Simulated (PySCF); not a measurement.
trifluoroacetic acid (C2HF3O2), SMILES OC(C(F)(F)F)=O. The structure is a stationary point at PBE-D3(BJ)/def2-SVP. Other conformers were not sampled.

Task: Give the equilibrium geometry at PBE-D3(BJ)/def2-SVP (PySCF confirms it by a frequency run) as Cartesian coordinates in Å, and its point group. (Estimate from the structure and the level; the computed values follow.)

Result: One answer among several that fit: point group Cs.
```xyz
8

O      1.0548     1.5214     0.0000
C     -0.1569     0.9403     0.0000
O     -1.2213     1.5109     0.0000
C     -0.0006    -0.6035     0.0000
F      0.6784    -1.0052     1.0937
F     -1.2034    -1.1863     0.0000
F      0.6784    -1.0052    -1.0937
H      0.8968     2.4914     0.0000
```
Charge 0, spin multiplicity 1.
